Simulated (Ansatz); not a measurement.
Isolated molecules relaxed with PBE0-D4/def2-TZVP in Ansatz; ΔE leaves out vibrations. CCSD(T)/CBS adds triple-zeta CCSD(T) − MP2 to the extrapolated MP2 energy (def2 sets, frozen cores). This one scheme is used for every species. Functionals use def2-TZVPP. HSE06 is defined as in plane-wave codes. Elements past krypton have def2 core potentials. For Se, Sn outer-core shells are correlated without core-valence functions, which leaves a few kJ/mol of doubt a bond. Scalar relativity is left out up to krypton. Each species was taken in one conformer, which may not be the lowest.

Consider the ligand exchange at the Sn–Cl bond: `[NH2][Sn]([F])([F])[Cl]` + H₂Se → `[NH2][Sn]([F])([F])[SeH]` + HCl.

| level | ΔE (kJ/mol) | difference from CCSD(T)/CBS |
| --- | --- | --- |
| revPBE-D4 | -3.9 | -0.7 |
| r2SCAN-D4 | -0.3 | 2.9 |
| B97M-V | 8.8 | 12.0 |
| r2SCAN0-D4 | -0.6 | 2.6 |
| HSE06-D4 | -3.5 | -0.3 |
| BHLYP-D4 | -0.1 | 3.1 |
| revPBE | -1.9 | 1.3 |
| r2SCANh | 0.1 | 3.3 |
| BHLYP | 3.8 | 7.0 |
| LC-ωPBE | 2.2 | 5.4 |
| RPA@PBE/def2-TZVPP | 0.6 | 3.8 |
| CCSD(T)/def2-SVP | 2.4 | 5.6 |
| MP2/def2-TZVPP | -4.0 | -0.8 |
| HF/def2-QZVPP | 13.2 | 16.4 |
| MP2/def2-QZVPP | -5.0 | -1.8 |
| HF/CBS(def2) | 13.4 | 16.6 |
| CCSD(T)/CBS | -3.2 | 0 |

Largest T1 diagnostic among the species: 0.013.

From BLYP to BHLYP (50 % exact exchange), in def2-TZVPP and without D4, ΔE moves by +4.0 kJ/mol. At CCSD(T), def2-SVP lies +5.6 kJ/mol from the extrapolated value and def2-TZVPP +2.6 kJ/mol. In def2-TZVPP, CCSD(T) changes the Hartree–Fock value by −12.4 kJ/mol (the triples alone add −1.2 kJ/mol) and MP2 by −15.8 kJ/mol.

CCSD(T)/CBS has its own doubt, a few kJ/mol and more with outer-core shells, so smaller differences from it don't rank the levels.
